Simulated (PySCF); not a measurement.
A PySCF script (with the pyscf-properties extension) for the NMR shieldings of SMILES C[C@@H]1CN[Si@H](C(F)(F)F)C1, C₅H₁₀F₃NSi, on a GFN2-xTB geometry:

```python
import basis_set_exchange as bse
import numpy as np
from pyscf import gto, dft
from pyscf.prop import nmr

atoms = """
C    -1.712634    0.960898    0.536004
C    -1.392741   -0.093148   -0.518934
C    -1.035702   -1.424811    0.152370
N     0.331232   -1.291043    0.629133
Si    1.311071   -0.407033   -0.450270
C     2.419369    0.798012    0.597921
F     1.754724    1.785347    1.228244
F     3.107502    0.143685    1.558486
F     3.349809    1.405423   -0.167775
C    -0.177784    0.337623   -1.355987
H    -1.948772    1.911459    0.064194
H    -2.567577    0.657756    1.136414
H    -0.857381    1.104748    1.191060
H    -2.268255   -0.233054   -1.160210
H    -1.122535   -2.247663   -0.568502
H    -1.701437   -1.631683    0.992641
H     0.629162   -1.995910    1.283053
H     2.279203   -1.088795   -1.317612
H    -0.164265    1.417283   -1.481312
H    -0.238138   -0.098414   -2.351954
"""
names = dict.fromkeys(["C", "N", "Si", "F", "H"], "pcSseg-1")
basis = {el: gto.basis.parse(bse.get_basis(n, elements=[el], fmt="nwchem")) for el, n in names.items()}
mol = gto.M(atom=atoms, basis=basis, charge=0, verbose=0)
mf = dft.RKS(mol, xc="PBE0")
mf.grids.level = 2
mf.grids.alignment = dft.numint.BLKSIZE   # the property module wants whole blocks of grid points
mf.conv_tol = 1e-9
mf.kernel()

calc = nmr.RKS(mf)   # GIAO
C = mf.mo_coeff
Co = C[:, mf.mo_occ > 0]
resp = mf.gen_response(singlet=True, hermi=2)
def vind(x):   # induced exchange potential for any number of trial vectors
    d = np.einsum("pi,xij,qj->xpq", C, 2 * x.reshape(-1, C.shape[1], Co.shape[1]), Co, optimize=True)
    return np.einsum("xpq,pi,qj->xij", resp(d - d.transpose(0, 2, 1)), C, Co, optimize=True).ravel()
mo1, _ = nmr.rhf.solve_mo1(calc, with_cphf=vind)
sigma = calc.kernel(mo1)
for i, s in enumerate(sigma):   # ppm
    w = np.linalg.eigvalsh((s + s.T) / 2)
    print("%2d %-2s iso %8.1f  s11 %8.1f  s22 %8.1f  s33 %8.1f" % (i, mol.atom_pure_symbol(i), w.mean(), *w))
```

Task: What does it print?

Result: 
```
 0 C  iso    162.9  s11    134.2  s22    165.0  s33    189.6
 1 C  iso    152.8  s11    141.2  s22    154.2  s33    162.9
 2 C  iso    131.9  s11    110.0  s22    136.6  s33    149.3
 3 N  iso    238.6  s11    199.3  s22    237.1  s33    279.4
 4 Si iso    365.1  s11    328.2  s22    363.0  s33    404.1
 5 C  iso     49.6  s11     43.7  s22     49.5  s33     55.5
 6 F  iso    255.8  s11    163.3  s22    266.3  s33    337.9
 7 F  iso    250.0  s11    149.6  s22    261.0  s33    339.4
 8 F  iso    252.7  s11    146.8  s22    276.5  s33    334.8
 9 C  iso    169.4  s11    150.9  s22    162.0  s33    195.2
10 H  iso     30.8  s11     26.4  s22     28.5  s33     37.5
11 H  iso     30.8  s11     25.9  s22     27.6  s33     38.8
12 H  iso     29.8  s11     24.8  s22     31.1  s33     33.6
13 H  iso     29.5  s11     25.0  s22     26.7  s33     36.7
14 H  iso     28.5  s11     22.8  s22     26.8  s33     35.8
15 H  iso     28.7  s11     24.2  s22     26.9  s33     35.1
16 H  iso     31.0  s11     21.5  s22     28.3  s33     43.1
17 H  iso     26.8  s11     22.9  s22     24.6  s33     33.0
18 H  iso     30.9  s11     27.1  s22     28.5  s33     36.9
19 H  iso     30.5  s11     25.1  s22     27.7  s33     38.8
```

These numbers come from an equivalent density-fitted implementation of the same equations, which agrees with the script to about 0.01 ppm for H and up to a few tenths of a ppm for heavy atoms, so last digits may differ.

Task: Turn these shieldings into chemical shifts. Referencing at the same level of theory: TMS for $^{13}$C (186.93 ppm), $^{29}$Si (349.16 ppm), $^{1}$H (31.72 ppm); NH3 for $^{15}$N (267.73 ppm); $^{19}$F (170.95 ppm) vs CFCl3.

Result: Averaging equivalent atoms: C 5: 137.4; C 2: 55.0; C 1: 34.1; C 0: 24.0; C 9: 17.6; N 3: 29.1; Si 4: -16.0; F 6/7/8: -81.9; H 17: 4.88; H 14: 3.26; H 15: 2.99; H 13: 2.26; H 10/11/12: 1.24; H 19: 1.20; H 18: 0.84; H 16: 0.75 ppm. Unscaled 19F shifts against computed CFCl3 carry errors that often reach 10 to 50 ppm. Experimental scales use liquid or dissolved standards, which lie at an offset from isolated NH3 (liquid NH3: subtract about 20 ppm).

Size and cost of the density-fitted run: 227 basis functions, 48 s wall time on 1 thread of an Arm Neoverse V1, shared host.
